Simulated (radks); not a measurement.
Values are calculated unless marked as measured or tabulated.
Problem. Mg VI, 7 electrons, occupied as [He] 2s2 2p3. Code: a radial shooting solver on a logarithmic mesh with Libxc functionals. Model: scalar-relativistic Kohn-Sham, BLYP, spin-polarised, spherical densities, point nucleus; open shells are filled with parallel spins first. Some entries of the table are withheld. Estimate them.

orbital  occ.  eigenvalue (eV)  <r^2> (bohr^2)
1s up       1        -1408.018             (1)
1s down     1        -1403.154             (2)
2s up       1        -198.6007          0.4592
2s down     1        -188.2418          0.4785
2p up       3        -168.7588          0.3990
2p down     0        -157.3050          0.4249

Solution. 
(1) 1s up <r^2> (bohr^2): 0.02296
(2) 1s down <r^2> (bohr^2): 0.02279
